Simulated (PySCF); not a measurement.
BiBr$_{3}$, triplet, at a GFN2-xTB geometry (such geometries of metal compounds can be far from the true shape) (a higher spin typed on purpose: for a closed-shell molecule this is an excited state) (core potentials on Bi); PySCF with TPSS/def2-SVP.

The PySCF input:
```python
from pyscf import gto, scf, dft

mol = gto.M(
    atom='''
Bi   -0.009649    0.051965   -0.005793
Br   -1.592504   -2.060240    0.193467
Br   -0.610712    3.288912   -0.366632
Br    2.226099   -1.351902    0.186903
''',
    basis='def2-svp',
    ecp={'Bi': 'def2-svp'},
    charge=0,
    spin=2,
    verbose=4,
)

mf = dft.UKS(mol)
mf.xc = 'tpss'
mf.kernel()
mf.analyze()
```

What does PySCF print? Leave out banner, timings and long lists.


```
PySCF version 2.14.0

[INPUT] verbose = 4
[INPUT] num. atoms = 4
[INPUT] num. electrons = 128
[INPUT] charge = 0
[INPUT] spin (= nelec alpha-beta = 2S) = 2
[INPUT] symmetry False subgroup None
[INPUT] Mole.unit = angstrom
[INPUT] Symbol           X                Y                Z      unit          X                Y                Z       unit  Magmom
[...]
nuclear repulsion = 854.532561143734
number of shells = 46
number of NR pGTOs = 283
number of NR cGTOs = 122
basis = def2-svp
ecp = {'Bi': 'def2-svp'}

******** <class 'pyscf.dft.uks.UKS'> ********
method = UKS
initial guess = minao
damping factor = 0
level_shift factor = 0
DIIS = <class 'pyscf.scf.diis.CDIIS'>
diis_start_cycle = 1
diis_space = 8
diis_damp = 0
SCF conv_tol = 1e-09
SCF conv_tol_grad = None
SCF max_cycles = 50
direct_scf = True
direct_scf_tol = 1e-13
number electrons alpha = 65  beta = 63
XC library pyscf.dft.libxc version 7.1.2
    S. Lehtola, C. Steigemann, M. J. T. Oliveira, and M. A. L. Marques,  SoftwareX 7, 1–5 (2018)
XC functionals = tpss
    J. Tao, J. P. Perdew, V. N. Staroverov, and G. E. Scuseria,  Phys. Rev. Lett. 91, 146401 (2003)
    J. P. Perdew, J. Tao, V. N. Staroverov, and G. E. Scuseria,  J. Chem. Phys. 120, 6898 (2004)
    J. Tao, J. P. Perdew, V. N. Staroverov, and G. E. Scuseria,  Phys. Rev. Lett. 91, 146401 (2003)
    J. P. Perdew, J. Tao, V. N. Staroverov, and G. E. Scuseria,  J. Chem. Phys. 120, 6898 (2004)
radial grids:
    Treutler-Ahlrichs [JCP 102, 346 (1995); DOI:10.1063/1.469408] (M4) radial grids

becke partition: Becke, JCP 88, 2547 (1988); DOI:10.1063/1.454033
pruning grids: <function nwchem_prune>
grids dens level: 3
symmetrized grids: False
atomic radii adjust function: <function treutler_atomic_radii_adjust>
small_rho_cutoff = 0
Set gradient conv threshold to 3.16228e-05
tot grids = 84720
init E= -7906.41661993788

cycle= 1 E= -7930.97179916879  delta_E= -24.6  |g|= 2.25  |ddm|= 9.78

cycle= 2 E= -7824.94750115528  delta_E=  106  |g|= 6.71  |ddm|= 15.7

cycle= 3 E= -7935.07191661814  delta_E= -110  |g|= 0.941  |ddm|= 14.4

cycle= 4 E= -7934.80085084002  delta_E= 0.271  |g|= 1.13  |ddm|=  2.9

cycle= 5 E= -7934.07013712282  delta_E= 0.731  |g|=  1.3  |ddm|= 2.82

cycle= 6 E= -7935.80894722112  delta_E= -1.74  |g|= 0.259  |ddm|= 1.97

cycle= 7 E= -7935.85722554288  delta_E= -0.0483  |g|= 0.124  |ddm|= 0.427

cycle= 8 E= -7935.71802715442  delta_E= 0.139  |g|= 0.332  |ddm|= 1.19

cycle= 9 E= -7935.86140228165  delta_E= -0.143  |g|= 0.101  |ddm|= 1.19

[...]
SCF not converged.
Total Energy =                       -7935.761559430158741
[...]
spin_pop of  1 Br 5dxz      0.00006
spin_pop of  1 Br 5dx2-y2    0.00001
spin_pop of  2 Br 1s        0.00000
spin_pop of  2 Br 2s       -0.00000
spin_pop of  2 Br 3s       -0.00005
spin_pop of  2 Br 4s       -0.00020
spin_pop of  2 Br 5s        0.00010
spin_pop of  2 Br 2px       0.00000
spin_pop of  2 Br 2py       0.00000
spin_pop of  2 Br 2pz       0.00000
spin_pop of  2 Br 3px       0.00000
spin_pop of  2 Br 3py      -0.00000
spin_pop of  2 Br 3pz      -0.00000
spin_pop of  2 Br 4px       0.00521
spin_pop of  2 Br 4py       0.00123
spin_pop of  2 Br 4pz       0.00723
spin_pop of  2 Br 5px      -0.00001
spin_pop of  2 Br 5py       0.00004
spin_pop of  2 Br 5pz       0.00143
spin_pop of  2 Br 3dxy     -0.00000
spin_pop of  2 Br 3dyz     -0.00003
spin_pop of  2 Br 3dz^2    -0.00005
spin_pop of  2 Br 3dxz     -0.00003
spin_pop of  2 Br 3dx2-y2   -0.00000
spin_pop of  2 Br 4dxy      0.00002
spin_pop of  2 Br 4dyz      0.00092
spin_pop of  2 Br 4dz^2     0.00047
spin_pop of  2 Br 4dxz      0.00006
spin_pop of  2 Br 4dx2-y2    0.00001
spin_pop of  2 Br 5dxy      0.00000
spin_pop of  2 Br 5dyz      0.00003
spin_pop of  2 Br 5dz^2     0.00002
spin_pop of  2 Br 5dxz      0.00000
spin_pop of  2 Br 5dx2-y2    0.00000
spin_pop of  3 Br 1s        0.00000
spin_pop of  3 Br 2s        0.00000
spin_pop of  3 Br 3s        0.00003
spin_pop of  3 Br 4s        0.00011
spin_pop of  3 Br 5s        0.00063
spin_pop of  3 Br 2px       0.00000
spin_pop of  3 Br 2py       0.00000
spin_pop of  3 Br 2pz       0.00000
spin_pop of  3 Br 3px       0.00007
spin_pop of  3 Br 3py       0.00005
spin_pop of  3 Br 3pz       0.00002
spin_pop of  3 Br 4px       0.25588
spin_pop of  3 Br 4py       0.21377
spin_pop of  3 Br 4pz       0.04115
spin_pop of  3 Br 5px       0.00026
spin_pop of  3 Br 5py       0.00020
spin_pop of  3 Br 5pz       0.00377
spin_pop of  3 Br 3dxy     -0.00001
spin_pop of  3 Br 3dyz     -0.00001
spin_pop of  3 Br 3dz^2    -0.00001
spin_pop of  3 Br 3dxz     -0.00001
spin_pop of  3 Br 3dx2-y2   -0.00001
spin_pop of  3 Br 4dxy      0.00015
spin_pop of  3 Br 4dyz      0.00126
spin_pop of  3 Br 4dz^2     0.00023
spin_pop of  3 Br 4dxz      0.00304
spin_pop of  3 Br 4dx2-y2    0.00020
spin_pop of  3 Br 5dxy      0.00002
spin_pop of  3 Br 5dyz      0.00005
spin_pop of  3 Br 5dz^2     0.00001
spin_pop of  3 Br 5dxz      0.00012
spin_pop of  3 Br 5dx2-y2    0.00001
In total            65.00000 | 63.00000
Dipole moment(X, Y, Z, Debye):  2.66227, -15.86829,  1.76371
```

The run did not converge; its last values are not results.
